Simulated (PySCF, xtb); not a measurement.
C2H9FSi2, SMILES [SiH2]([SiH2]F)CC.

xtb 6.7.1 with GFN2-xTB at its own geometry gives an orbital gap of 4.41 eV and a dipole moment of 1.73 D.

The structure is a stationary point at PBE0-D3(BJ)/def2-SVP. This is a generated structure with no PubChem entry under its InChIKey; it may be hypothetical. Other conformers were not sampled.

### Question
What does PySCF with PBE0/def2-TZVP give? (Estimate from the structure and the level; the computed values follow.)

### Answer
gap 7.45 eV (levels -7.99 and -0.54 eV), dipole 1.54 D.
